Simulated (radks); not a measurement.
Initial-state core-level shifts of the iridium ion Ir3+ when its valence configuration changes from [Xe] 4f14 5d6. Method: Dirac Kohn-Sham, PBEsol, spin-unpolarised, spherical densities, finite nucleus; open shells fill j = l - 1/2 first; Fermi nuclear charge, rms radius 5.4032 fm; computed with a radial shooting solver on a logarithmic mesh with Libxc functionals. Shifts are changes of the shell-averaged eigenvalues in eV (positive: less bound); the change of the density at the nucleus, which sets a Mossbauer isomer shift, is in e/bohr^3, on a base of 1.818e+06.

valence                2p       4s       4d      5s  density at nucleus
4f13.5 5d6 6p0.5   -8.852   -8.936   -8.458  -4.789               +74.4
4f14 5d5 6p1       -5.153   -5.065   -5.067  -4.795               +26.7
4f13 5d7          -12.644  -12.857  -11.883  -4.720              +124.3
4f14 5d5.5 6p0.5   -2.558   -2.518   -2.518  -2.391               +12.9
4f13 5d6 6p1      -17.950  -18.063  -17.087  -9.620              +151.9
4f14 5d5 6s1       -4.038   -3.932   -3.935  -3.684              +211.4
4f13.5 5d6 6s0.5   -8.292   -8.366   -7.890  -4.229              +166.3
4f13 5d6.5 6s0.5  -14.721  -14.877  -13.904  -6.606              +231.1
4f14 5d5.5 6s0.5   -1.996   -1.946   -1.949  -1.829              +103.2
